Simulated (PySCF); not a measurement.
A ladder for the ionisation energy of F²⁺

F²⁺ [He] 2s2 2p3 (4S) → F³⁺ [He] 2s2 2p2 (3P). Scalar values calculated with PySCF 2.14 in aug-cc-pwCVQZ (non-relativistic; valence: 1s2 frozen; valence and next inner shell: nothing frozen). The spin-orbit shift comes from two-component X2C-1e calculations (generalised Hartree-Fock, GHF, and MP2 on its spinors, GMP2) in x2c-QZVPPall-2c: GMP2 gives 62.899 eV without and 62.868 eV with screened spin-orbit coupling, a shift of -0.031 eV (GHF: -0.031 eV). Sums use unrounded values; where a UHF row is shifted, it takes the GHF shift.

```
                                method  scalar (eV)  plus spin-orbit shift (eV)  error (eV)
                                   UHF       62.255                      62.224      -0.484
                                   LDA       63.186                      63.155       0.447
                                   PBE       62.851                      62.821       0.113
                                  PBE0       62.930                      62.899       0.191
                                r2SCAN       63.172                      63.141       0.433
                                  PW91       62.984                      62.953       0.245
                             BHandHLYP       62.815                      62.785       0.077
                                 TPSSh       62.878                      62.847       0.139
                         MP2 (valence)       62.903                      62.872       0.164
                     SCS-MP2 (valence)       62.625                      62.594      -0.114
    MP2 (valence and next inner shell)       62.960                      62.930       0.222
SCS-MP2 (valence and next inner shell)       62.669                      62.638      -0.070
   CCSD (valence and next inner shell)       62.739                      62.709       0.001
CCSD(T) (valence and next inner shell)       62.740                      62.709       0.001
```

Reference: 62.708 eV (semi-empirical (NIST evaluation); NIST Atomic Spectra Database, ionization energies).

The errors of the correlated levels include the incompleteness of the basis and the frozen core, so a lower level can come closer by cancellation.

A first-order Landé estimate from the scalar orbitals gives -0.054 eV instead; single two-component determinants are not pure J levels in LS coupling, so the shift is uncertain by about that difference.
